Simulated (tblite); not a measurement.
Species: C₇H₁₁O (doublet state).
Numbering: `[CH2:1][C:2]1=[CH:3][C@:4]([CH3:5])([CH2:6][OH:7])[CH2:8]1` (hydrogens: H9, H10 on C1; H11 on C3; H12, H13, H14 on C5; H15, H16 on C6; H17 on O7; H18, H19 on C8)

Cartesian coordinates in Å at the GFN2-xTB level; atoms count from 1:
```
atom  x, y, z in Å
C1     2.918    0.421    0.441
C2     1.603    0.254    0.150
C3     0.737    0.719   -0.834
C4    -0.447   -0.018   -0.289
C5    -1.031   -1.083   -1.213
C6    -1.572    0.887    0.243
O7    -2.548    0.175    0.960
C8     0.507   -0.549    0.823
H9     3.547    1.043   -0.171
H10    3.368   -0.064    1.289
H11    0.853    1.359   -1.687
H12   -0.255   -1.773   -1.536
H13   -1.467   -0.613   -2.091
H14   -1.811   -1.636   -0.694
H15   -1.134    1.681    0.866
H16   -2.098    1.355   -0.592
H17   -2.112   -0.302    1.675
H18    0.270   -0.224    1.836
H19    0.661   -1.626    0.817
```

Calculated harmonic vibrations of the isolated species, GFN2-xTB (tblite), most abundant isotopes, no scaling. Against measured fundamentals such values can be off by several per cent, at times by over 20. One conformer, not necessarily the lowest. Open shells enter through the occupations alone, without spin polarisation, and single modes of such species can be off by tens of per cent.

Harmonic wavenumbers (cm⁻¹): 80.6, 109.1, 182.4, 208.1, 281.0, 301.2, 325.8, 366.1, 397.4, 442.6, 477.4, 516.2, 648.4, 662.9, 768.4, 810.1, 902.3, 919.3, 931.8, 962.7, 970.4, 1026.1, 1048.4, 1073.0, 1107.2, 1119.1, 1186.7, 1202.9, 1216.4, 1272.3, 1312.0, 1326.6, 1338.1, 1397.5, 1406.8, 1453.6, 1477.5, 1485.4, 1495.0, 1559.9, 2868.7, 2978.7, 2982.5, 3007.1, 3032.4, 3035.7, 3039.6, 3111.1, 3137.4, 3145.2, 3533.5.

A = 4072, B = 1333, C = 1230 MHz; mass 111.081 u (most abundant isotopes); point group C1, symmetry number 1; spin multiplicity 2.

Q: Zero-point energy?

A: ½Σν̃ = 34820 cm⁻¹ = 416.54 kJ/mol.

Q: Give the ideal-gas entropy at 273.15 K and 1 bar in the rigid-rotor, harmonic-oscillator model (classical rotation).

A: Translation 165.78, rotation 117.18, vibration 83.88, spin (R ln 2) 5.76: S = 372.6 J/(mol K).

Q: And Cp and H(273.15 K) − H(0)?

A: Cp = 140.47 J/(mol K), of which vibrations give 107.21 (their classical limit is 51 R = 424.0); H(273.15 K) − H(0) = 22.53 kJ/mol without the zero-point energy, 13.44 from vibrations.

Q: Which modes carry the vibrational entropy at 273.15 K?

A: 80.6 cm⁻¹: 15.50; 109.1 cm⁻¹: 13.03; 182.4 cm⁻¹: 8.96; 208.1 cm⁻¹: 7.96; 281.0 cm⁻¹: 5.77; 301.2 cm⁻¹: 5.30 J/(mol K); the other 45 give 27.36 together.

Q: What must be added to the electronic energy to get the Gibbs energy at 273.15 K and 1 bar?

A: ZPE + [H(273.15 K) − H(0)] − T·S = 416.54 + 22.53 − 101.78 = 337.29 kJ/mol.

Q: How do the functions run with temperature in this model?

A: 
```json
{"T (K)": "150", "S (J/(mol K))": "305.8", "Cp (J/(mol K))": "88.1", "H − H(0) (kJ/mol)": "8.48", "G − H(0) (kJ/mol)": "-37.39", "ln q(vib)": "1.65"}
{"T (K)": "250", "S (J/(mol K))": "360.6", "Cp (J/(mol K))": "130.4", "H − H(0) (kJ/mol)": "19.39", "G − H(0) (kJ/mol)": "-70.76", "ln q(vib)": "3.67"}
{"T (K)": "298.15", "S (J/(mol K))": "385.4", "Cp (J/(mol K))": "151.4", "H − H(0) (kJ/mol)": "26.18", "G − H(0) (kJ/mol)": "-88.72", "ln q(vib)": "4.72"}
{"T (K)": "400", "S (J/(mol K))": "436.0", "Cp (J/(mol K))": "194.3", "H − H(0) (kJ/mol)": "43.82", "G − H(0) (kJ/mol)": "-130.57", "ln q(vib)": "7.01"}
{"T (K)": "600", "S (J/(mol K))": "528.1", "Cp (J/(mol K))": "260.6", "H − H(0) (kJ/mol)": "89.74", "G − H(0) (kJ/mol)": "-227.15", "ln q(vib)": "11.66"}
{"T (K)": "900", "S (J/(mol K))": "646.8", "Cp (J/(mol K))": "323.6", "H − H(0) (kJ/mol)": "178.17", "G − H(0) (kJ/mol)": "-403.96", "ln q(vib)": "18.49"}
```

q(vib) and H(0) count from the zero-point level.

Hindered rotation and anharmonicity are outside this model. Other conformers, if any are populated, would add a mixing term that is left out. The structure is chiral; the term R ln 2 for an equal mix with its mirror image is left out.

Time: 0.49 s. Hardware: one thread of an Arm Neoverse V2, shared host with 96 logical CPUs at a one-minute load of 39. The figure is for the frequency step alone.
